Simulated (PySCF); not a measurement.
I4Sn, singlet, geometry from GFN2-xTB of the parent state (such geometries of metal compounds can be far from the true shape) (core potentials on I, Sn); PySCF with DF-HF/def2-SV(P).

Here is a job for PySCF.
```python
from pyscf import gto, scf

mol = gto.M(
    atom='''
I    -1.73164608   -0.67562204   -2.19168261
Sn    0.00000000   -0.00000000    0.00000000
I     0.61281737    2.80611990   -0.09317679
I     2.43175902   -1.51862331   -0.19714775
I    -1.31293032   -0.61187455    2.48200714
''',
    basis='def2-sv(p)',
    ecp={'I': 'def2-sv(p)', 'Sn': 'def2-sv(p)'},
    verbose=4,
)

mf = scf.RHF(mol)
mf = mf.density_fit(auxbasis='def2-universal-jkfit')
mf.kernel()
mf.analyze()
```

Output, abridged:

```
PySCF version 2.14.0

[INPUT] verbose = 4
[INPUT] num. atoms = 5
[INPUT] num. electrons = 122
[INPUT] charge = 0
[INPUT] spin (= nelec alpha-beta = 2S) = 0
[INPUT] symmetry False subgroup None
[INPUT] Mole.unit = angstrom
[INPUT] Symbol           X                Y                Z      unit          X                Y                Z       unit  Magmom
[...]
nuclear repulsion = 827.969264758164
number of shells = 50
number of NR pGTOs = 305
number of NR cGTOs = 130
basis = def2-sv(p)
ecp = {'I': 'def2-sv(p)', 'Sn': 'def2-sv(p)'}

******** <class 'pyscf.df.df_jk.DFRHF'> ********
method = DFRHF
initial guess = minao
damping factor = 0
level_shift factor = 0
DIIS = <class 'pyscf.scf.diis.CDIIS'>
diis_start_cycle = 1
diis_space = 8
diis_damp = 0
SCF conv_tol = 1e-09
SCF conv_tol_grad = None
SCF max_cycles = 50
direct_scf = False
Set gradient conv threshold to 3.16228e-05
Initial guess from minao.
******** <class 'pyscf.df.df.DF'> ********
auxbasis = def2-universal-jkfit
init E= -1245.25673193872
[...]
cycle= 1 E= -1396.93486509311  delta_E= -152  |g|=  4.1  |ddm|= 16.3
[...]
cycle= 2 E= -1399.83498668378  delta_E= -2.9  |g|= 1.36  |ddm|= 9.26
[...]
cycle= 3 E= -1400.1125733036  delta_E= -0.278  |g|= 0.182  |ddm|= 1.56
[...]
cycle= 4 E= -1400.12249669939  delta_E= -0.00992  |g|= 0.108  |ddm|= 0.423
[...]
cycle= 5 E= -1400.12642753115  delta_E= -0.00393  |g|= 0.0114  |ddm|= 0.14
[...]
cycle= 6 E= -1400.12653755851  delta_E= -0.00011  |g|= 0.00255  |ddm|= 0.0361
[...]
cycle= 7 E= -1400.12654335088  delta_E= -5.79e-06  |g|= 0.000391  |ddm|= 0.0093
[...]
cycle= 8 E= -1400.12654349501  delta_E= -1.44e-07  |g|= 7.34e-05  |ddm|= 0.00168
[...]
cycle= 9 E= -1400.12654350013  delta_E= -5.13e-09  |g|= 1.51e-05  |ddm|= 0.000323
[...]
cycle= 10 E= -1400.12654350039  delta_E= -2.52e-10  |g|= 2.39e-06  |ddm|= 7.85e-05
[...]
Extra cycle  E= -1400.12654350038  delta_E= 1.82e-12  |g|= 1.06e-06  |ddm|= 7.89e-06
converged SCF energy = -1400.12654350038
**** SCF Summaries ****
Total Energy =                       -1400.126543500383832
Nuclear Repulsion Energy =             827.969264758163831
One-electron Energy =                -4098.790885684128625
Two-electron Energy =                 1870.695077425581303
Two-electron Coulomb Energy =         1972.584274758983383
DFT Exchange-Correlation Energy =     -101.889197333402080
HOMO-LUMO gap [eV] =                     8.260138228790725
**** MO energy ****
[...]
Dipole moment(X, Y, Z, Debye):  0.00000, -0.00000,  0.00000
```
